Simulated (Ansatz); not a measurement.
Basis sets compared for TaSCl3. Charge 0, multiplicity 1. Geometry r2SCAN-D4/def2-SVP. Ansatz on 4 threads of Arm Neoverse V1 on a shared host; times are rough, and most runs start from earlier orbitals.

```xyz
5

Ta    0.006    0.007   -0.007
S    -1.062   -1.323    1.306
Cl   -0.818   -0.289   -2.122
Cl    2.226   -0.542    0.098
Cl   -0.351    2.147    0.725
```

In the def2 sets Ta takes a core potential; there is no spin–orbit coupling.

Binding counts from free atoms (Ta quartet, S triplet, Cl doublet) in the same basis, without a counterpoise term.

```tsv
level	functions	energy (Eh)	HOMO (eV)	LUMO (eV)	binding per atom (eV)	wall time
PBE-D4/def2-SVP	104	-1834.8353	-7.15	-3.63	4.31	1.7 s
PBE0-D4/def2-SVP	104	-1834.9231	-8.40	-2.99	4.09	2.4 s
```

Estimate the rows for PBE-D4/def2-TZVP, PBE0-D4/def2-TZVP.


```
            level  functions  energy (Eh)  HOMO (eV)  LUMO (eV)  binding per atom (eV)  wall time
 PBE-D4/def2-TZVP        188   -1835.4617      -7.14      -3.71                   4.30      3.3 s
PBE0-D4/def2-TZVP        188   -1835.5472      -8.32      -3.00                   4.13      6.5 s
```
